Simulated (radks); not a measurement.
The numbers below are computed, except where a source is named.
Question: Species: Tb III. Configuration: [Xe] 4f9. Level of theory: Dirac Kohn-Sham, Slater X-alpha with alpha = 0.923, spin-unpolarised, spherical densities, finite nucleus; open shells are shared between the two j in proportion to 2j + 1; Fermi nuclear charge, rms radius 5.06 fm (a radial shooting solver on a logarithmic mesh with Libxc functionals).

Spin-orbit splittings of the eigenvalues, e(l+1/2) - e(l-1/2), with zeta = 2 splitting/(2l+1) and mean radii in bohr:

| shell | occ. | splitting (eV) | zeta (eV) | <r> j=l-1/2 | <r> j=l+1/2 |
|---|---|---|---|---|---|
| 2p | 6 | 753.8 | 502.6 | 0.07564 | 0.08258 |
| 3p | 6 | 156.4 | 104.3 | 0.2274 | 0.2406 |
| 3d | 10 | 34.37 | 13.75 | 0.2126 | 0.2167 |
| 4p | 6 | 34.98 | 23.32 | 0.5490 | 0.5791 |
| 4d | 10 | 6.380 | 2.552 | 0.6115 | 0.6222 |
| 4f | 9 | 0.8667 | 0.2476 | 0.8334 | 0.8469 |
| 5p | 6 | ? | ? | 1.462 | 1.556 |

Estimate the 5p splitting.

Answer: 4.685 eV (zeta = 3.123 eV).
